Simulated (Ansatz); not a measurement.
The cluster Ge6Te6: single points at one geometry.

```yaml
crystal:
  periodic: [false, false, false]
  atoms:
    - {symbol: Ge, position_ang: [-2.208859, -0.140685, -2.237705]}
    - {symbol: Ge, position_ang: [1.276898, -1.890976, 2.528895]}
    - {symbol: Ge, position_ang: [2.776203, -0.417134, -1.586474]}
    - {symbol: Ge, position_ang: [0.498578, 2.769027, 0.476025]}
    - {symbol: Ge, position_ang: [-0.546708, -1.838722, 0.650460]}
    - {symbol: Ge, position_ang: [-2.637732, 1.183945, 1.238411]}
    - {symbol: Te, position_ang: [-1.780637, 2.320993, -1.126022]}
    - {symbol: Te, position_ang: [0.228766, -1.467373, -1.856346]}
    - {symbol: Te, position_ang: [3.046830, -1.999591, 0.660436]}
    - {symbol: Te, position_ang: [-3.207650, -1.304866, 0.109245]}
    - {symbol: Te, position_ang: [2.547582, 2.145816, -1.028076]}
    - {symbol: Te, position_ang: [0.006739, 0.639557, 2.171141]}
basis:
  gaussian: {orbitals: def2-SVP, initial_orbitals: start.molden}
hamiltonian: {xc: pbe}
correlation: {method: rpa}
scf: {omitted_lower_state_checks: [starts]}
```

The file start.molden holds the orbitals of an earlier run on this structure, at another level or in another basis.

```sh
$ ansatz run in.yaml --threads 2 --pin off --events-out ev --progress --plain --max-ram 22528MiB --backend cuda --devices 0, --max-vram 18GiB
```

It prints (some lines left out):

```
Functional definition: PBE
3894 factors; integrals over basis functions are off by at most 3.9e-4 eV
mean field evaluation 1: about -382784.9504 eV, gradient 5.4e1 eV
mean field evaluation 2: about -382785.7903 eV, gradient 1.5e0 eV
mean field evaluation 4: about -382785.8168 eV, gradient 1.5e-1 eV
mean field evaluation 8: about -382785.8169 eV, gradient 3.1e-5 eV
mean field -382785.81691595 eV, -14067.1193101156 hartree, gradient 1.2e-6 eV, S^2 0.000000; 0 other end points of the search recorded, 0 dependent functions left out
78 core orbitals not correlated: weight in the atoms' cores, before any rotation towards them, 1.000 or more for the frozen orbitals, at most 0.000 for the correlated occupied ones
reference -382392.82270937 eV, -14052.6770394047 hartree; 90, 90 occupied and 180, 180 virtual orbitals, 3894 factors
Total energy: -382473.65534866 eV, -14055.6475841083 hartree
Checks for a lower state left out: starts
```

Run time 11 s (2 threads of AMD EPYC 7R13 on a shared host and a share (18 GiB) of an NVIDIA H100 80GB HBM3), peak host memory 2 GiB.

The first input with `correlation: {method: mp2}`, `output: {orbitals: {seedname: orbitals}}` and without the key `hamiltonian` (abridged; 7 s):

```
Functional definition: HF
mean field -382398.28763108 eV, -14052.8778715733 hartree, gradient 3.0e-6 eV, S^2 0.000000
78 core orbitals not correlated: weight in the atoms' cores, before any rotation towards them, 1.000 or more for the frozen orbitals, at most 0.000 for the correlated occupied ones
second order -56.36525741 eV of doubles, -0.00000000 eV of singles
Total energy: -382454.65288849 eV, -14054.9492565775 hartree
Checks for a lower state left out: starts
```

Geometry: PBE-D4/def2-SVP.

In the def2 sets Te takes a core potential; there is no spin–orbit coupling. Correlated methods freeze 78 core orbitals; core or outer-core shells of Ge, Te are correlated, in sets that lack core-valence functions. The structure comes from a short search, and lower isomers may exist.
